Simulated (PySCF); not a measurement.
**NMR problem set**

[PySCF 2.14: GIAO PBE0/pcSseg-1 shieldings; geometry from GFN2-xTB; relativity neglected; no solvent model; averaged over atoms made equivalent by symmetry, fast rotation or ring inversion; a single conformation]

Shifts are taken against calculated references (same method and geometry level): 1H and 13C vs TMS. Splittings of carbon signals by F and P are missing where no couplings were computed. Where no couplings were computed, multiplicities follow the n + 1 count of equivalent neighbours, and m marks all less simple cases (inequivalent or close neighbours, rings, F or P nearby). Shifts are as computed. Against solution values, carbons near 30 ppm lie about +3 ppm off and those near 130 ppm about +5 ppm. Of 1211 compounds with measured shifts, 218 miss one by over three times the rms of a fit or turn the order of signals round; such compounds aren't used in these exercises.

Task: C7H10FOP. 1H NMR (500 MHz, computed): δ 4.77 (m, 1H), 3.84 (s, 3H), 2.16 (s, 3H), 2.14 (m, 3H). 13C{1H} NMR (computed): δ 152.1 (C), 151.9 (C), 147.1 (C), 123.3 (C), 60.2 (CH3), 16.3 (CH3), 13.7 (CH3). Identify the compound.

Result: `CC1=C(C)PC(OC)=C1F`. 7 carbon signals for 7 carbons: no two carbons are equivalent. Carbon types of the structure: 4 × C, 3 × CH3, leaving 1 H on heteroatoms. δC 152.1, 151.9, 147.1, 123.3: unsaturated ring carbon. δC 60.2: methyl carbon bonded to O; pulled downfield by the heteroatom. δC 16.3, 13.7: methyl carbon on an unsaturated ring; aliphatic region, no heteroatom directly attached. δH 3.84: hydrogen on a methyl carbon bonded to O; its carbon carries O, which withdraws density.

The data come from this structure; uniqueness wasn't tested.

Task: C7H7N. 1H NMR (400 MHz, computed): δ 6.17 (d, 1H), 5.67 (m, 1H), 2.94 (m, 1H), 2.45 (m, 1H), 2.23 (m, 1H), 1.47 (m, 1H), 0.33 (m, 1H). 13C{1H} NMR (computed): δ 141.2, 138.9, 125.3, 40.5, 30.4, 29.7, 23.1. What is it?

Result: SMILES N#C[C@@]12C=CC[C@@H]1C2. Rings plus π bonds: 5 (2 rings in the answer). 7 carbon signals for 7 carbons: no two carbons are equivalent. Carbon types of the structure: 2 × C, 3 × CH, 2 × CH2, which accounts for all hydrogens. δC 141.2, 138.9: alkene CH; the olefinic region. δC 125.3: nitrile carbon; C≡N carbons fall here, among the sp2 signals but without a proton. δC 30.4, 29.7, 23.1: three-membered-ring carbon. δH 2.94, 2.45: hydrogen on an allylic sp3 CH2; allylic position.

The data come from this structure; uniqueness wasn't tested.
